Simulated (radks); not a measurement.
Task: The mean radii <r> (bohr) of the occupied orbitals of an atom or ion are listed with their occupations. Method: Dirac Kohn-Sham, PBE, spin-unpolarised, spherical densities, finite nucleus; Fermi nuclear charge, rms radius of each element as measured or else 0.836 A^(1/3) + 0.57 fm; computed with a radial shooting solver on a logarithmic mesh with Libxc functionals.

| orbital | occ. | <r> |
|---|---|---|
| 1s1/2 | 2 | 0.02457 |
| 2s1/2 | 2 | 0.1047 |
| 2p1/2 | 2 | 0.08791 |
| 2p3/2 | 4 | 0.09410 |
| 3s1/2 | 2 | 0.2771 |
| 3p1/2 | 2 | 0.2667 |
| 3p3/2 | 4 | 0.2786 |
| 3d3/2 | 4 | 0.2493 |
| 3d5/2 | 6 | 0.2530 |
| 4s1/2 | 2 | 0.6058 |
| 4p1/2 | 2 | 0.6152 |
| 4p3/2 | 4 | 0.6360 |
| 4d3/2 | 4 | 0.6530 |

Name the element and its charge. Open shells, if any, fill j = l - 1/2 first.

Result: Z = 58, cerium, charge +18: Ce18+ in [Kr] 4d4. The 1s radius gives Z: for a bare nucleus <r> = (2 gamma + 1)/(2Z) with gamma = sqrt(1 - (Z/c)^2), 0.02424 bohr for Z = 58, and screening makes it slightly larger (0.02457 here). The occupations add up to 40, and the charge is Z minus that.
